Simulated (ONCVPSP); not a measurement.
## Pseudopotential generation for tellurium: ONCV, PBE, scalar-relativistic.

The input file (ONCVPSP 4.0.1):

```
# ATOM AND REFERENCE CONFIGURATION
# atsym  z   nc   nv     iexc    psfile
  Te 52.00    6    5        4      upf
#
#   n    l    f
    1    0    2.00
    2    0    2.00
    2    1    6.00
    3    0    2.00
    3    1    6.00
    3    2   10.00
    4    0    2.00
    4    1    6.00
    4    2   10.00
    5    0    2.00
    5    1    4.00
#
# PSEUDOPOTENTIAL AND OPTIMIZATION
# lmax
    2
#
#   l,   rc,      ep,       ncon, nbas, qcut
    0    1.25    0.00    5   10   11.90
    1    1.15    0.00    5    9   12.80
    2    1.30    0.00    3    8   13.80
#
# LOCAL POTENTIAL
# lloc, lpopt,  rc(5),   dvloc0
    4    1    0.95    3.00
#
# VANDERBILT-KLEINMAN-BYLANDER PROJECTORs
# l, nproj, debl
    0    3    3.80
    1    2    1.70
    2    2    2.90
#
# MODEL CORE CHARGE
# icmod, fcfact, rcfact
    1    0.65    0.00
#
# LOG DERIVATIVE ANALYSIS
# epsh1, epsh2, depsh
   -8.00    5.00    0.04
#
# OUTPUT GRID
# rlmax, drl
    6.00    0.01
#
# TEST CONFIGURATIONS
# ncnf
    4
# nvcnf
#   n    l    f
    5
    4    0    2.00
    4    1    6.00
    4    2   10.00
    5    0    2.00
    5    1    3.00
#
    5
    4    0    2.00
    4    1    6.00
    4    2   10.00
    5    0    2.00
    5    1    2.00
#
    5
    4    0    2.00
    4    1    6.00
    4    2   10.00
    5    0    2.00
    5    1    1.00
#
    5
    4    0    2.00
    4    1    5.00
    4    2   10.00
    5    0    2.00
    5    1    4.00
#
```

Command:

```bash
oncvpsp.x < Te.dat > Te.out
```

Output (shortened: citation, most of the input echo, consistency checks and plot data are left out):

```
ONCVPSP  (Optimized Norm-Conservinng Vanderbilt PSeudopotential)
scalar-relativistic version 4.0.1

#   n    l    f        energy (Ha)
    1    0    2.00    -1.1623554E+03
    2    0    2.00    -1.7824669E+02
    2    1    6.00    -1.6000618E+02
    3    0    2.00    -3.5471808E+01
    3    1    6.00    -2.9543182E+01
    3    2   10.00    -2.0581524E+01
    4    0    2.00    -6.0411404E+00
    4    1    6.00    -4.2044566E+00
    4    2   10.00    -1.5307180E+00
    5    0    2.00    -5.5523108E-01
    5    1    4.00    -2.1877984E-01

Reference configufation results
  iterations    25
  all-electron total energy (Ha)   -6.79448158D+03

Begin loop to  construct optimized pseudo wave functions
and semi-local pseudopoentials for all angular momenta

   Wellstate for l =  0  n =  7
     eigenvalue =   3.2448
     asymptotic potential =   3.7448
     half-point radius =  3.0707

Calculating optimized projector #   1

 for l=   0

    Fraction of norm inside rc  0.956658
    Optimizing pswf for qcut=  11.89 a_B^-1,  ecut=  70.68 Ha
    Residual kinetic energy error=  1.19D-06 Ha

    Energy error per electron        Cutoff
         Ha          eV             Ha
         0.01000     0.27211       41.86
         0.00100     0.02721       51.36
         0.00010     0.00272       58.86
         0.00001     0.00027       64.78

Calculating optimized projector #   2

 for l=   0

    Fraction of norm inside rc  0.089924
    Optimizing pswf for qcut=  11.89 a_B^-1,  ecut=  70.68 Ha
    Residual kinetic energy error=  7.69D-07 Ha

    Energy error per electron        Cutoff
         Ha          eV             Ha
         0.01000     0.27211       36.43
         0.00100     0.02721       48.04
         0.00010     0.00272       56.93
         0.00001     0.00027       63.79

Calculating optimized projector #   3

 for l=   0

    Fraction of norm inside rc  0.058305
    Optimizing pswf for qcut=  11.89 a_B^-1,  ecut=  70.68 Ha
    Residual kinetic energy error=  1.42D-06 Ha

    Energy error per electron        Cutoff
         Ha          eV             Ha
         0.01000     0.27211       36.94
         0.00100     0.02721       49.02
         0.00010     0.00272       58.18
         0.00001     0.00027       65.35

Calculating optimized projector #   1

 for l=   1

    Fraction of norm inside rc  0.874748
    Optimizing pswf for qcut=  12.78 a_B^-1,  ecut=  81.69 Ha
    Residual kinetic energy error=  9.75D-06 Ha

    Energy error per electron        Cutoff
         Ha          eV             Ha
         0.01000     0.27211       48.83
         0.00100     0.02721       62.44
         0.00010     0.00272       72.35
         0.00001     0.00027       82.90

Calculating optimized projector #   2

 for l=   1

    Fraction of norm inside rc  0.037938
    Optimizing pswf for qcut=  12.78 a_B^-1,  ecut=  81.69 Ha
    Residual kinetic energy error=  2.15D-06 Ha

    Energy error per electron        Cutoff
         Ha          eV             Ha
         0.01000     0.27211       20.64
         0.00100     0.02721       52.66
         0.00010     0.00272       66.16
         0.00001     0.00027       75.73

   Wellstate for l =  2  n =  6
     eigenvalue =   1.3693
     asymptotic potential =   1.8693
     half-point radius =  4.1501

Calculating optimized projector #   1

 for l=   2

    Fraction of norm inside rc  0.820412
    Optimizing pswf for qcut=  13.79 a_B^-1,  ecut=  95.08 Ha
    Residual kinetic energy error=  1.57D-09 Ha

    Energy error per electron        Cutoff
         Ha          eV             Ha
         0.01000     0.27211       41.85
         0.00100     0.02721       52.71
         0.00010     0.00272       62.33
         0.00001     0.00027       70.47

Calculating optimized projector #   2

 for l=   2

    Fraction of norm inside rc  0.042890
    Optimizing pswf for qcut=  13.79 a_B^-1,  ecut=  95.08 Ha
    Residual kinetic energy error=  3.39D-10 Ha

    Energy error per electron        Cutoff
         Ha          eV             Ha
         0.01000     0.27211       33.33
         0.00100     0.02721       45.63
         0.00010     0.00272       56.79
         0.00001     0.00027       66.53

Construct Vanderbilt / Kleinmman-Bylander projectors

B matrix Hermiticity error, ll=   0
   1   2    1.2726E-03
   1   3    1.5528E-03
   2   3   -2.8143E-04

  Orthonormal projector coefficients  2.9007E+01  2.8990E+00  4.1442E-01

B matrix Hermiticity error, ll=   1
   1   2    6.6941E-04

  Orthonormal projector coefficients  1.0670E+01  5.4722E-01

B matrix Hermiticity error, ll=   2
   1   2   -3.8899E-04

  Orthonormal projector coefficients -1.5119E+00  2.3429E-01

Model core correction analysis
  based on d2Exc/dn_idn_j

d2excae - all-electron derivatives

   -3.647692D-02   -3.335313D-02   -2.583425D-02   -2.265867D-03
   -1.433626D-03
   -3.340667D-02   -3.151457D-02   -2.540110D-02   -1.934283D-03
   -1.169501D-03
   -2.609735D-02   -2.566565D-02   -2.258043D-02   -1.534091D-03
   -7.322026D-04
   -2.787007D-03   -2.658335D-03   -2.517731D-03   -5.015747D-04
   -1.438802D-04
   -1.648508D-03   -1.475440D-03   -1.174174D-03   -2.160575D-04
   -9.289379D-05

d2excps - pseudofunction derivatives with no core correction

   -4.058815D-02   -3.672470D-02   -2.850765D-02   -2.915738D-03
   -1.769261D-03
   -3.677832D-02   -3.425094D-02   -2.768616D-02   -2.436049D-03
   -1.429695D-03
   -2.877085D-02   -2.795078D-02   -2.415185D-02   -1.879941D-03
   -9.260745D-04
   -3.437025D-03   -3.160369D-03   -2.864003D-03   -5.879797D-04
   -1.880126D-04
   -1.984184D-03   -1.735717D-03   -1.368197D-03   -2.602373D-04
   -1.155425D-04

rms 2nd derivative error    1.747786E-03

Polynomial model core charge

d2excps - pseudofunction derivatives with core correction

   -3.549447D-02   -3.313558D-02   -2.644549D-02   -2.156329D-03
   -1.409499D-03
   -3.318904D-02   -3.175917D-02   -2.627493D-02   -1.883893D-03
   -1.170443D-03
   -2.670843D-02   -2.653938D-02   -2.336047D-02   -1.551475D-03
   -7.728464D-04
   -2.677297D-03   -2.607821D-03   -2.535027D-03   -4.829308D-04
   -1.371545D-04
   -1.624287D-03   -1.476298D-03   -1.214740D-03   -2.093421D-04
   -9.103872D-05

rms 2nd derivative error    4.018387E-04

Pseudoatom total energy -267.696159

Diagnostic tests using Vanderbilt-Kleinman-Bylander pseudopotentials
  1 or more projectors used as specified by nproj input data

   l    rcore       rmatch      e in        delta e   norm test  slope test

   0   1.2542690   1.2923514  -6.0411404   0.0000643   1.0003310   1.0003161
   0   1.2542690   1.2923514  -0.5552311   0.0000259   1.0000943   1.0000566
   0   1.2542690   1.2923514   3.2447689   0.0002542   1.0004917   1.0004917

   1   1.1535036   1.1885265  -4.2044566   0.0000321   1.0002573   1.0002896
   1   1.1535036   1.1885265  -0.2187798   0.0000278   1.0001832   1.0001210

   2   1.3001055   1.3395795  -1.5307180   0.0000749   1.0001967   1.0002678
   2   1.3001055   1.3395795   1.3692820   0.0002724   1.0004005   1.0004005

 Testing for bound ghosts
   n   l    E NL Schr. Eq   E Basis Diag.   E Cutoff

   1   0       -6.041076       -6.041076    356.53
   2   0       -0.555205       -0.501031    356.53

   2   1       -4.204425       -4.204416    297.92
   3   1       -0.218752       -0.002244    297.92

   3   2       -1.530643       -1.530471    204.33

 Testing for highly-localized positive-energy ghosts
       l    <radius>/rc     E Basis Diag.   E Cutoff

       0        0.651764       34.250996    356.53  WARNING - GHOST(+)

Test configuration 0

   n   l     f        eae           eps        diff
   1   0  2.0000-1162.35542702
   2   0  2.0000 -178.24669001
   2   1  6.0000 -160.00617970
   3   0  2.0000  -35.47180848
   3   1  6.0000  -29.54318162
   3   2 10.0000  -20.58152409
   4   0  2.0000   -6.04114043   -6.04107609    6.43D-05
   4   1  6.0000   -4.20445660   -4.20442454    3.21D-05
   4   2 10.0000   -1.53071796   -1.53064305    7.49D-05
   5   0  2.0000   -0.55523108   -0.55520515    2.59D-05
   5   1  4.0000   -0.21877984   -0.21875209    2.78D-05

    Total energies and differences
      AE_ref= -6.79448158D+03  AE_tst= -6.79448158D+03  dif=  0.00D+00
      PS_ref= -2.67696159D+02  PS_tst= -2.67696159D+02  dif= -1.14D-13
      PSP excitation error=  1.14D-13

Test configuration 1

   n   l     f        eae           eps        diff
   1   0  2.0000-1162.69189848
   2   0  2.0000 -178.58157394
   2   1  6.0000 -160.34125294
   3   0  2.0000  -35.80595409
   3   1  6.0000  -29.87734254
   3   2 10.0000  -20.91568308
   4   0  2.0000   -6.37386034   -6.37380908    5.13D-05
   4   1  6.0000   -4.53702394   -4.53697668    4.73D-05
   4   2 10.0000   -1.86233163   -1.86223154    1.00D-04
   5   0  2.0000   -0.86152193   -0.86148795    3.40D-05
   5   1  3.0000   -0.50283714   -0.50279596    4.12D-05

    Total energies and differences
      AE_ref= -6.79448158D+03  AE_tst= -6.79412405D+03  dif=  3.58D-01
      PS_ref= -2.67696159D+02  PS_tst= -2.67338569D+02  dif=  3.58D-01
      PSP excitation error= -5.85D-05

Test configuration 2

   n   l     f        eae           eps        diff
   1   0  2.0000-1163.08063762
   2   0  2.0000 -178.96723614
   2   1  6.0000 -160.72726474
   3   0  2.0000  -36.19016583
   3   1  6.0000  -30.26158127
   3   2 10.0000  -21.29992836
   4   0  2.0000   -6.75512185   -6.75512451   -2.65D-06
   4   1  6.0000   -4.91791573   -4.91785998    5.58D-05
   4   2 10.0000   -2.24124864   -2.24111328    1.35D-04
   5   0  2.0000   -1.20225398   -1.20221924    3.47D-05
   5   1  2.0000   -0.81967105   -0.81961816    5.29D-05

    Total energies and differences
      AE_ref= -6.79448158D+03  AE_tst= -6.79346532D+03  dif=  1.02D+00
      PS_ref= -2.67696159D+02  PS_tst= -2.66679711D+02  dif=  1.02D+00
      PSP excitation error= -1.84D-04

Test configuration 3

   n   l     f        eae           eps        diff
   1   0  2.0000-1163.51337061
   2   0  2.0000 -179.39520717
   2   1  6.0000 -161.15576470
   3   0  2.0000  -36.61586663
   3   1  6.0000  -30.68732196
   3   2 10.0000  -21.72568818
   4   0  2.0000   -7.17609758   -7.17620287   -1.05D-04
   4   1  6.0000   -5.33824560   -5.33819012    5.55D-05
   4   2 10.0000   -2.65840698   -2.65822463    1.82D-04
   5   0  2.0000   -1.56894548   -1.56891989    2.56D-05
   5   1  1.0000   -1.16154976   -1.16148791    6.18D-05

    Total energies and differences
      AE_ref= -6.79448158D+03  AE_tst= -6.79247682D+03  dif=  2.00D+00
      PS_ref= -2.67696159D+02  PS_tst= -2.65691013D+02  dif=  2.01D+00
      PSP excitation error= -3.87D-04

Test configuration 4

   n   l     f        eae           eps        diff
   1   0  2.0000-1163.17486485
   2   0  2.0000 -179.01675722
   2   1  6.0000 -160.78133275
   3   0  2.0000  -36.21945206
   3   1  6.0000  -30.29123157
   3   2 10.0000  -21.32982348
   4   0  2.0000   -6.70055171   -6.70142727   -8.76D-04
   4   1  5.0000   -4.84774428   -4.84755752    1.87D-04
   4   2 10.0000   -2.13457430   -2.13378890    7.85D-04
   5   0  2.0000   -0.94596520   -0.94601678   -5.16D-05
   5   1  4.0000   -0.55815001   -0.55809443    5.56D-05

    Total energies and differences
      AE_ref= -6.79448158D+03  AE_tst= -6.78996470D+03  dif=  4.52D+00
      PS_ref= -2.67696159D+02  PS_tst= -2.63176453D+02  dif=  4.52D+00
      PSP excitation error= -2.83D-03
```

The run took about 5.5 s on one core of a shared server CPU.
